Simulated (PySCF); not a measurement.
**`C/C(=C/F)C(=O)F`, C$_{4}$H$_{4}$F$_{2}$O**

Molfile (atoms numbered from 1):
```
C4H4F2O
     RDKit          3D

 11 10  0  0  0  0  0  0  0  0999 V2000
   -1.2958    0.1596    0.2672 C   0  0  0  0  0  0  0  0  0  0  0  0
    0.1646    0.0571   -0.0395 C   0  0  0  0  0  0  0  0  0  0  0  0
    0.9111    1.1430   -0.2607 C   0  0  0  0  0  0  0  0  0  0  0  0
    2.2051    1.1050   -0.5397 F   0  0  0  0  0  0  0  0  0  0  0  0
    0.7708   -1.2812   -0.0945 C   0  0  0  0  0  0  0  0  0  0  0  0
    1.8870   -1.6104   -0.2957 O   0  0  0  0  0  0  0  0  0  0  0  0
   -0.1722   -2.2485    0.1341 F   0  0  0  0  0  0  0  0  0  0  0  0
   -1.6142    1.1975    0.2805 H   0  0  0  0  0  0  0  0  0  0  0  0
   -1.5075   -0.2919    1.2351 H   0  0  0  0  0  0  0  0  0  0  0  0
   -1.8731   -0.3832   -0.4795 H   0  0  0  0  0  0  0  0  0  0  0  0
    0.5296    2.1558   -0.2332 H   0  0  0  0  0  0  0  0  0  0  0  0
  1  2  1  0
  2  3  2  0
  3  4  1  0
  2  5  1  0
  5  6  2  0
  5  7  1  0
  1  8  1  0
  1  9  1  0
  1 10  1  0
  3 11  1  0
M  END
```

Method: GIAO BHandHLYP/pcSseg-1 magnetisability, rotational g tensor and spin-rotation constants, non-relativistic, gas phase (PySCF 2.14.0). Geometry: GFN2-xTB.

Problem. Give the nuclear spin-rotation constants along the inertial axes (H = +C I·J) beside the isotropic shieldings.

Solution. Rotational constants 3.7856, 2.3968, 1.4811 GHz. A star marks the isotopologue with that one atom substituted, in its own axes.
```
atom  isotope  Caa (kHz)  Cbb (kHz)  Ccc (kHz)  mean (kHz)  σ (ppm)
  F4      19F      6.512      3.561      0.129       3.401    279.7
  F7      19F      3.903      7.223      2.181       4.436    150.6
  H8       1H     -0.236     -0.045     -0.186      -0.156     30.4
  H9       1H     -0.238     -0.243     -0.041      -0.174     29.7
 H10       1H     -0.236     -0.242     -0.042      -0.173     29.7
 H11       1H     -0.135      0.067     -0.160      -0.076     24.7
  C1     13C*      0.526      0.314      0.201       0.347    171.8
  C2     13C*      1.038      1.053      0.229       0.773     71.7
  C3     13C*      1.250      1.284      0.377       0.970     13.7
  C5     13C*      2.083      0.564      0.432       1.026     23.6
  O6     17O*     -2.240     -1.390     -0.145      -1.259   -121.9
```
For the geometry as given, no vibrational averaging.

Problem. How do the rotational constants and the g tensor change when H8, H9, H10, H11 are replaced by deuterium?

Solution. Constants 3.3006, 2.2961, 1.3771 GHz; g -0.0358, -0.0249, -0.0097, against -0.0405, -0.0258, -0.0100 before.
